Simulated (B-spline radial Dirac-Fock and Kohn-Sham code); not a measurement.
**Photoionisation of aluminum ions at W Kα (59318.2 eV)**

Method: a relativistic central-field model (Hartree-Slater potential of the initial state, Latter tail, multipole expansion of the photon field, Dirac-Fock thresholds). Computed with an atomic code on a B-spline grid. Cross sections in kb; a dash marks an empty subshell or a threshold above the photon energy.

```
 ion  configuration     total       1s     2p1/2     2p3/2        3s     3p3/2
  Al   [Ne] 3s2 3p1  0.004454  0.00414  2.30e-06  4.15e-06  2.06e-05  3.28e-08
 Al⁺       [Ne] 3s2  0.004458  0.00415  2.30e-06  4.16e-06  2.40e-05         –
Al⁴⁺   [He] 2s2 2p5  0.004453  0.00415  2.12e-06  3.83e-06         –         –
Al⁸⁺   [He] 2s2 2p1  0.004572  0.00418  6.30e-07  1.14e-06         –         –
```
